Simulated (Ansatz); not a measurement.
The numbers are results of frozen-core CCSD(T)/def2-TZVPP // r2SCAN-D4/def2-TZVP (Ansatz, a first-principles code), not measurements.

Ansatz 0.2 input:
```yaml
crystal:
  periodic: [false, false, false]
  atoms:
    - { symbol: C, position_ang: [-1.345565, -0.035834, 0.191798] }
    - { symbol: C, position_ang: [-0.162611, -0.571711, -0.159173] }
    - { symbol: Si, position_ang: [1.371688, 0.389148, -0.431277] }
    - { symbol: H, position_ang: [-1.453427, 1.025008, 0.399142] }
    - { symbol: H, position_ang: [-2.243646, -0.638381, 0.289411] }
    - { symbol: H, position_ang: [-0.130707, -1.641838, -0.362438] }
    - { symbol: H, position_ang: [2.615248, -0.357981, -0.115604] }
    - { symbol: H, position_ang: [1.333112, 1.73519, 0.196602] }
basis:
  gaussian: { orbitals: def2-TZVPP }
correlation:
  method: ccsd_t
magnetization:
  spin_polarized: true
  initial_magnetization: 1
```

Output:

```
Functional definition: HF
1004 factors; integrals over basis functions are off by at most 1.1e-3 eV
mean field evaluation 1: about -9997.9569 eV, gradient 2.2e1 eV
mean field evaluation 2: about -9997.9612 eV, gradient 2.2e1 eV
mean field evaluation 4: about -10001.4663 eV, gradient 3.0e0 eV
mean field evaluation 8: about -10001.7159 eV, gradient 3.3e-1 eV
mean field evaluation 16: about -10001.7311 eV, gradient 7.9e-5 eV
mean field evaluation 32: about -10000.4721 eV, gradient 6.7e0 eV
mean field evaluation 64: about -9997.2012 eV, gradient 1.8e-1 eV
mean field -10001.73105313 eV, -367.5568367856 hartree, gradient 2.0e-6 eV, S^2 0.915880; 1 other end points of the search recorded, 0 dependent functions left out
7 core orbitals not correlated
reference -10001.73105313 eV, -367.5568367856 hartree; 9, 8 occupied and 158, 159 virtual orbitals, 1004 factors
second order -11.42413148 eV of doubles, -0.00000000 eV of singles
cycle   1  -12.12452062 eV  change   -7.0e-1 eV  update   9.4e-2
cycle   2  -12.57164806 eV  change   -4.5e-1 eV  update   4.0e-2
cycle   3  -12.67996403 eV  change   -1.1e-1 eV  update   2.7e-2
cycle   4  -12.69503916 eV  change   -1.5e-2 eV  update   1.5e-2
cycle   5  -12.70179856 eV  change   -6.8e-3 eV  update   5.3e-3
cycle   6  -12.70379828 eV  change   -2.0e-3 eV  update   2.5e-3
cycle   7  -12.70487367 eV  change   -1.1e-3 eV  update   1.1e-3
cycle   8  -12.70512683 eV  change   -2.5e-4 eV  update   5.7e-4
cycle   9  -12.70512173 eV  change    5.1e-6 eV  update   2.7e-4
cycle  10  -12.70515113 eV  change   -2.9e-5 eV  update   1.0e-4
cycle  11  -12.70518478 eV  change   -3.4e-5 eV  update   4.4e-5
cycle  12  -12.70517181 eV  change    1.3e-5 eV  update   1.8e-5
cycle  13  -12.70516766 eV  change    4.2e-6 eV  update   7.3e-6
perturbative correction -0.54762535 eV, -0.0201248604 hartree
Total energy: -10014.98384614 eV, -368.0438679457 hartree
```

Cost: very roughly 2.4 core-minutes.
